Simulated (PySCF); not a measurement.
C4H4N2. Atoms are numbered in the order given.

```xyz
10

C      0.0000     1.1316    -0.6991
C      0.0000     1.1316     0.6991
N      0.0000     0.0000     1.4024
C      0.0000    -1.1316     0.6991
C      0.0000    -1.1316    -0.6991
N      0.0000     0.0000    -1.4024
H      0.0000     2.0743    -1.2587
H      0.0000     2.0743     1.2587
H      0.0000    -2.0743     1.2587
H      0.0000    -2.0743    -1.2587
```
Charge 0, spin multiplicity 1.

Geometry optimised at ωB97X-D3(BJ)/def2-SVP.

Level of theory: KT2/pcSseg-1 (PySCF).

GIAO shieldings, no solvent; atoms alike by connectivity are averaged. δ = σ(ref) − σ: ¹³C against TMS (σ = 185.1 ppm); ¹⁵N against NH3 (σ = 266.2 ppm); ¹H against TMS (σ = 31.47 ppm), references at their B3LYP-D3(BJ)/def2-TZVP geometries, non-relativistic.

| atoms | nucleus | count | δ (ppm) |
|---|---|---|---|
| C1, C2, C4, C5 | ¹³C | 4 | … |
| N3, N6 | ¹⁵N | 2 | 350.8 |
| H7, H8, H9, H10 | ¹H | 4 | 8.57 |

**Question.** Some entries are withheld; supply them. (An estimate is asked for; the answer gives what the named calculation found.)

**Answer.** 
- C1, C2, C4, C5, δ (ppm): 142.4
